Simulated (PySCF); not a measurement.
Computed shifts of a molecule CH4ClNOSi2, PBE0/pcSseg-1 (PySCF), GIAO, gas phase, atoms alike by connectivity averaged where their shifts nearly agree, in ppm (number of nuclei): ²⁹Si: 18.2 (1), -41.9 (1). ¹³C: 172.9 (1). ¹⁵N: 254.7 (1). ¹H: 7.95 (1), 6.11 (1), 5.20 (2). References: ³⁵Cl against HCl (σ = 945.9 ppm); ²⁹Si against TMS (σ = 352.7 ppm); ¹⁷O against H2O (σ = 334.2 ppm); ¹³C against TMS (σ = 186.3 ppm); ¹⁵N against NH3 (σ = 267.4 ppm); ¹H against TMS (σ = 31.56 ppm), references at their B3LYP-D3(BJ)/def2-TZVP geometries, non-relativistic (without spin–orbit terms, shifts of atoms bonded to Cl or Br come out too high). Geometry optimised at PBE-D3(BJ)/def2-SVP. One conformer was computed; it need not be the lowest.

Identify the compound among the candidates.
A. Cl[SiH2][Si@H]1N=CO1
B. O=C=N[Si@@H]([SiH3])Cl
C. Cl[SiH2]C1=N[SiH2]O1
D. Cl[Si@H]1OC=N[SiH2]1

D, Cl[Si@H]1OC=N[SiH2]1
